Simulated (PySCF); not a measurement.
## Excitation energy of I²⁺ by level of theory

I²⁺ [Kr] 4d10 5s2 5p3 (4S) → I²⁺ [Kr] 4d10 5s2 5p2 6s1 (4P), as a difference of total energies. Calculation: PySCF 2.14, in x2c-TZVPPall with one added diffuse shell each of s, p, d, f type (9s7p5d3f, 76 functions); scalar relativity by spin-free X2C-1e. Correlated levels: valence: [Kr] 4d10 frozen; valence and next inner shell: [Ar] 3d10 frozen. The calculations carry no spin-orbit coupling.

```
                                method  excitation energy (eV)
                                   UHF                  15.209
                                   LDA                  14.838
                                   PBE                  14.788
                                  PBE0                  15.052
                                r2SCAN                  15.433
                               wB97X-V                  15.077
                                  BLYP                  14.657
                         MP2 (valence)                  15.159
                     SCS-MP2 (valence)                  15.149
    MP2 (valence and next inner shell)                  15.190
SCS-MP2 (valence and next inner shell)                  15.149
```

A first-order spin-orbit estimate (lowest level to lowest level, LS coupling) adds -0.642 eV.

The promoted electron is Rydberg-like, and one or two diffuse shells describe it only roughly, which tends to raise the upper state.
